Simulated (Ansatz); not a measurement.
**A barrier at the coupled-cluster level**

Start structure (BNH6O2, singlet), relaxed at PBE0-D4/def2-TZVP:

```xyz
10
angstrom
B 0.5037 0.2575 0.0871
H 0.7453 0.9037 1.0984
O 0.2292 1.0229 -1.0924
O 1.3500 -0.8702 -0.1342
H -1.6835 0.1834 0.7757
N -0.9884 -0.4834 0.4586
H 0.3465 1.9590 -0.9399
H 1.6715 -0.8462 -1.0371
H -1.3253 -0.9346 -0.3871
H -0.8488 -1.1921 1.1708
```

The step: BH₃O₂ ([OH][BH][OH]) + NH₃ → BNH₄O₂ ([NH2][B]([OH])[OH]) + H₂; bonds formed: H2–H5; dative contacts that become bonds: B1–N6; bonds broken: B1–H2, H5–N6. Computed with Ansatz 0.2.0 (basis: def2-TZVPP and def2-QZVPP); correlated methods freeze the cores. Extrapolation: Hartree–Fock as exp(−7.88 √X), correlation as X^−2.97. Energies below are by CCSD(T) at an estimated basis limit (MP2 extrapolated from triple and quadruple zeta, plus CCSD(T) − MP2 in triple zeta).

(1) What are the electronic barrier and the energy of the step, from the start structure to the end structure? (To be estimated.)

The T1 diagnostic stays at or below 0.012.

Results:

(1) The calculation gives: Barrier 40.27 kcal/mol; step energy -13.29 kcal/mol (downhill); reverse barrier, their difference, 53.55 kcal/mol. Barrier and step energy count from the start structure, the reverse barrier from the end structure.

The saddle point: One imaginary mode of 1525i cm⁻¹.
| pair | start (Å) | saddle (Å) | end (Å) |
| --- | --- | --- | --- |
| B1–N6 | 1.71 | 1.57 | 1.41 |
| H2–H5 | 2.55 | 1.06 | 0.75 |
| B1–H2 | 1.22 | 1.50 | 3.91 |
| H5–N6 | 1.01 | 1.30 | 3.07 |

Zero-point energy (harmonic, PBE0-D4): ZPE is 51.17 kcal/mol at the start and 46.82 kcal/mol at the saddle, so the barrier goes from 40.27 to 35.91 kcal/mol.

The step is the kind of exchange with an N–H group that builds nitride films in atomic layer and chemical vapour deposition.

Labels in which every atom is bracketed show which atoms are joined, not bond orders.

For scale, one of the runs: CCSD(T)/def2-TZVPP, 208 basis functions, launched by `ansatz run in.yaml --threads 4 --pin off --events-out ev --progress --plain --max-ram 9574MiB`. Time: 58 s of wall clock on 4 CPU threads of an Arm Neoverse V1; the host was shared. Peak host memory: 3.1 GiB.
